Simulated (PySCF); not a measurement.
# How methods differ on the ionisation energy of Rb³²⁺

Rb³²⁺ [He] 2s2 2p1 (2P) → Rb³³⁺ [He] 2s2 (1S), as a difference of total energies. All numbers are calculated (PySCF 2.14, scalar relativity by spin-free X2C-1e, in an uncontracted even-tempered set (19 s from 9.9 bohr⁻², ratio 2.2; 12 p from 13 bohr⁻², ratio 2.2; 6 d from 52 bohr⁻², ratio 2.4; 5 f from 78 bohr⁻², ratio 2.4; 4 g from 120 bohr⁻², ratio 2.4)). Correlated levels: nothing frozen; virtual orbitals above 40 to 60 times the deepest correlated orbital energy dropped. The calculations carry no spin-orbit coupling.

```tsv
method	ionisation energy (eV)
UHF	3947.4
LDA	3943.6
PBE	3948.5
PBE0	3948.4
r2SCAN	3950.0
TPSS	3950.1
B2PLYP	3948.6
MP2 (all electrons)	3946.7
SCS-MP2 (all electrons)	3946.3
```

A first-order spin-orbit estimate (lowest level to lowest level, LS coupling) adds 45.667 eV.

For this ion Breit and QED terms and the two-electron picture change, all absent here, outweigh the differences among the correlated methods.

For comparison: 3988 ± 3 eV (semi-empirical (NIST evaluation); NIST Atomic Spectra Database, ionization energies).
